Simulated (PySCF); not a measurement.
BO, SMILES [B]=O, multiplicity 2. Atoms are numbered in the order given.

```xyz
2

B      0.0000     0.0000    -0.7399
O      0.0000     0.0000     0.4624
```
Charge 0, spin multiplicity 2.

Geometry: B3LYP-D3(BJ)/def2-TZVPD.

These are PBE/pcH-1 run with PySCF values and carry that method's errors.

Unrestricted Kohn–Sham, ⟨S²⟩ = 0.759. Hyperfine tensors hold the contact and dipolar terms, without spin-orbit corrections.

Task: Estimate the hyperfine couplings. (The exact figures need the calculation; the answer reports its results.)

Result: 
```
nucleus    A(iso) (MHz)  A(iso) (G)  dipolar principal values (MHz)
---------  ------------  ----------  ------------------------------
11B no. 1        1015.2       362.2              -28.3, -28.3, 56.7
17O no. 2          -7.5        -2.7               -48.2, 24.1, 24.1
```
